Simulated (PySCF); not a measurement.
C₄H₆O₂Si, SMILES Oc1ccoc1[SiH3].

Geometry optimised at PBE-D3(BJ)/def2-SVP. This is a generated structure with no PubChem entry under its InChIKey; it may be hypothetical. One conformer was computed; it need not be the lowest.

Calculation: PBE-D3(BJ)/def2-SVP (PySCF 2.14.0).

Frequencies are harmonic and unscaled.

```json
[
 {"mode": "1", "ν (cm⁻¹)": "43", "IR (km/mol)": "0.1", "moving atoms (share of kinetic energy)": "H 96 %"},
 {"mode": "2", "ν (cm⁻¹)": "140", "IR (km/mol)": "12.7", "moving atoms (share of kinetic energy)": "C 50 %, O 22 %, H 20 %, Si 8 %"},
 {"mode": "3", "ν (cm⁻¹)": "154", "IR (km/mol)": "1.2", "moving atoms (share of kinetic energy)": "O 41 %, Si 25 %, H 18 %, C 15 %"},
 {"mode": "4", "ν (cm⁻¹)": "264", "IR (km/mol)": "78.5", "moving atoms (share of kinetic energy)": "H 78 %, O 13 %, C 9 %"},
 {"mode": "5", "ν (cm⁻¹)": "317", "IR (km/mol)": "12.4", "moving atoms (share of kinetic energy)": "C 52 %, H 25 %, O 23 %"},
 {"mode": "6", "ν (cm⁻¹)": "370", "IR (km/mol)": "4.6", "moving atoms (share of kinetic energy)": "O 32 %, Si 31 %, C 19 %, H 17 %"},
 {"mode": "7", "ν (cm⁻¹)": "481", "IR (km/mol)": "20.7", "moving atoms (share of kinetic energy)": "C 39 %, Si 28 %, H 19 %, O 14 %"},
 {"mode": "8", "ν (cm⁻¹)": "578", "IR (km/mol)": "22.1", "moving atoms (share of kinetic energy)": "H 45 %, C 27 %, O 24 %"},
 {"mode": "9", "ν (cm⁻¹)": "621", "IR (km/mol)": "26.3", "moving atoms (share of kinetic energy)": "H 68 %, C 12 %, Si 12 %, O 8 %"},
 {"mode": "10", "ν (cm⁻¹)": "635", "IR (km/mol)": "7.4", "moving atoms (share of kinetic energy)": "C 54 %, H 35 %, O 8 %"},
 {"mode": "11", "ν (cm⁻¹)": "681", "IR (km/mol)": "1.9", "moving atoms (share of kinetic energy)": "O 62 %, C 24 %, H 11 %"},
 {"mode": "12", "ν (cm⁻¹)": "687", "IR (km/mol)": "0.1", "moving atoms (share of kinetic energy)": "H 50 %, C 45 %"},
 {"mode": "13", "ν (cm⁻¹)": "720", "IR (km/mol)": "63.0", "moving atoms (share of kinetic energy)": "H 54 %, C 40 %"},
 {"mode": "14", "ν (cm⁻¹)": "802", "IR (km/mol)": "1.0", "moving atoms (share of kinetic energy)": "H 71 %, C 29 %"},
 {"mode": "15", "ν (cm⁻¹)": "867", "IR (km/mol)": "124.2", "moving atoms (share of kinetic energy)": "C 38 %, H 31 %, O 30 %"},
 {"mode": "16", "ν (cm⁻¹)": "884", "IR (km/mol)": "149.1", "moving atoms (share of kinetic energy)": "H 73 %, C 12 %, O 8 %"},
 {"mode": "17", "ν (cm⁻¹)": "897", "IR (km/mol)": "38.0", "moving atoms (share of kinetic energy)": "H 97 %"},
 {"mode": "18", "ν (cm⁻¹)": "924", "IR (km/mol)": "76.8", "moving atoms (share of kinetic energy)": "H 96 %"},
 {"mode": "19", "ν (cm⁻¹)": "1024", "IR (km/mol)": "45.0", "moving atoms (share of kinetic energy)": "H 59 %, C 27 %, O 14 %"},
 {"mode": "20", "ν (cm⁻¹)": "1045", "IR (km/mol)": "21.0", "moving atoms (share of kinetic energy)": "H 43 %, C 43 %, O 14 %"},
 {"mode": "21", "ν (cm⁻¹)": "1125", "IR (km/mol)": "28.9", "moving atoms (share of kinetic energy)": "C 76 %, H 14 %, O 9 %"},
 {"mode": "22", "ν (cm⁻¹)": "1185", "IR (km/mol)": "20.8", "moving atoms (share of kinetic energy)": "O 39 %, C 33 %, H 28 %"},
 {"mode": "23", "ν (cm⁻¹)": "1216", "IR (km/mol)": "56.9", "moving atoms (share of kinetic energy)": "H 59 %, C 30 %, O 11 %"},
 {"mode": "24", "ν (cm⁻¹)": "1282", "IR (km/mol)": "43.1", "moving atoms (share of kinetic energy)": "C 45 %, H 40 %, O 15 %"},
 {"mode": "25", "ν (cm⁻¹)": "1443", "IR (km/mol)": "114.3", "moving atoms (share of kinetic energy)": "C 86 %, H 9 %"},
 {"mode": "26", "ν (cm⁻¹)": "1488", "IR (km/mol)": "12.0", "moving atoms (share of kinetic energy)": "C 83 %, H 12 %"},
 {"mode": "27", "ν (cm⁻¹)": "1619", "IR (km/mol)": "107.5", "moving atoms (share of kinetic energy)": "C 88 %, H 8 %"},
 {"mode": "28", "ν (cm⁻¹)": "2154", "IR (km/mol)": "111.3", "moving atoms (share of kinetic energy)": "H 96 %"},
 {"mode": "29", "ν (cm⁻¹)": "2156", "IR (km/mol)": "113.4", "moving atoms (share of kinetic energy)": "H 98 %"},
 {"mode": "30", "ν (cm⁻¹)": "2192", "IR (km/mol)": "70.7", "moving atoms (share of kinetic energy)": "H 96 %"},
 {"mode": "31", "ν (cm⁻¹)": "3177", "IR (km/mol)": "0.8", "moving atoms (share of kinetic energy)": "H 92 %, C 8 %"},
 {"mode": "32", "ν (cm⁻¹)": "3205", "IR (km/mol)": "0.1", "moving atoms (share of kinetic energy)": "H 90 %, C 10 %"},
 {"mode": "33", "ν (cm⁻¹)": "3737", "IR (km/mol)": "82.5", "moving atoms (share of kinetic energy)": "H 94 %"}
]
```
